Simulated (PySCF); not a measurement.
Compound: C₄H₁₀FNSi₂.
Cartesian coordinates in Å at the GFN2-xTB level; atoms count from 1:
```xyz
18
C4H10FNSi2 angstrom
N      2.274    2.141    0.169
C      2.173    1.099    0.639
Si     1.884   -0.621    1.313
Si     0.336   -1.640   -0.083
C     -0.426   -0.422   -1.350
C     -1.626    0.367   -0.833
C     -1.273    1.300    0.313
F     -0.936    0.568    1.436
H      3.231   -1.211    1.286
H      1.515   -0.393    2.710
H     -0.762   -2.287    0.644
H      0.988   -2.696   -0.879
H      0.336    0.281   -1.696
H     -0.748   -0.984   -2.229
H     -2.046    0.979   -1.635
H     -2.401   -0.324   -0.494
H     -2.122    1.928    0.600
H     -0.406    1.923    0.079
```

Computed at PBE0/pcSseg-1 (PySCF, non-relativistic), with Q(14N) = 0.02044 b: N1, 14N (I = 1): χzz = -5.380 MHz, η = 0.006.

(1) Where would the pure quadrupole (NQR) lines of 14N at N1 fall for the rigid, isolated species?

Results:

(1) From ν± = (3/4)|χ|(1 ± η/3) and ν0 = |χ|η/2: ν+ 4.042 MHz, ν− 4.027 MHz, ν0 0.015 MHz (cyano nitrogen).

In a crystal, neighbours and librations shift these lines. GFN2-xTB bond lengths can be off by several hundredths of an ångström, more for odd bonds, and the gradients follow them. These gradients aren't converged with respect to the basis.

One conformer stands for the species.
